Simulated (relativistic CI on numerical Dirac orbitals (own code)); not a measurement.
d1 to d9 in one octahedral field

Computed with a parametric ligand-field model without spin-orbit coupling, by exact diagonalisation: B = 780, C = 3100, 10Dq = 26600 cm⁻¹ (Oh; |10Dq|/B = 34.1) for every shell. Energies in cm⁻¹; the field energy is (0.6 n_e − 0.4 n_t2) × 10Dq of the ground term; g labels are left out.

```csv
Shell,Ground term,Electrons in e,Field energy,First spin-allowed bands,Lowest term of other spin
d1,2T2,0.000,-10640,2E 26600,
d2,3T1,0.018,-20793,"3T2 24899, 3T1 34899",1T2 11240
d3,4A2,0.000,-31920,"4T2 26600, 4T1 34899",2E 15223
d4,?,?,?,?,?
d5,2T2,0.049,-51904,"2A2 22796, 2T1 23078",4T1 11897
d6,1A1,0.035,-62898,"1T1 24544, 1T2 34940",3T1 17866
d7,2E,1.026,-47198,"2T1 24359, 2T2 25044",4T1 11404
d8,3A2,2.000,-31920,"3T2 26600, 3T1 34899",1E 12305
d9,2E,3.000,-15960,2T2 26600,
```

(1) Fill in the row of d4.

## Answers

(1) Ground term: 3T1; Electrons in e: 0.027; Field energy: -41845; First spin-allowed bands: 3E 23796, 3T1 24565; Lowest term of other spin: 5E 7439. Low spin: d4, d5, d6, d7; the other shells keep the spin of the free ion. Only d4 to d7 can choose; the field needed to pair spins is smallest for d6 and largest for d5, which loses most exchange energy. In the strong-field picture 10Dq must exceed about 6B + 5C = 20180 (d4), 7.5B + 5C = 21350 (d5), 2.5B + 4C = 14350 (d6) and 4B + 4C = 15520 (d7); mixing of terms shifts these bounds somewhat.
